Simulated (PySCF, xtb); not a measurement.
tetrafluoroborate (BF₄), SMILES F[B-](F)(F)F, charge -1.

Coordinates come from a B3LYP-D3(BJ)/def2-SVPD optimisation.

These are C-PCM-M06-2X/def2-SVPD (PySCF 2.14.0) values and carry that method's errors.

The values are the electrostatic part of the solvation free energy, E(continuum) − E(gas) at the gas-phase geometry, in a cavity of scaled van der Waals radii (PySCF's table); cavitation and dispersion terms are not included. In vacuum the orbital gap is 12.08 eV.

| solvent | ε | ΔG(elec) (kcal/mol) | gap (eV) |
|---|---|---|---|
| water | 78.36 | ? | ? |
| cyclohexanone | 15.62 | -56.2 | 12.97 |
| benzene | 2.27 | -33.6 | 12.62 |

Complete the blanks. (An estimate is asked for; the answer gives what the named calculation found.)


- water, ΔG(elec) (kcal/mol): -59.3
- water, gap (eV): 13.02

For comparison, GFN2-xTB/ALPB(water) (xtb, at the GFN2-xTB geometry, all terms of that model) gives -62.6 kcal/mol.
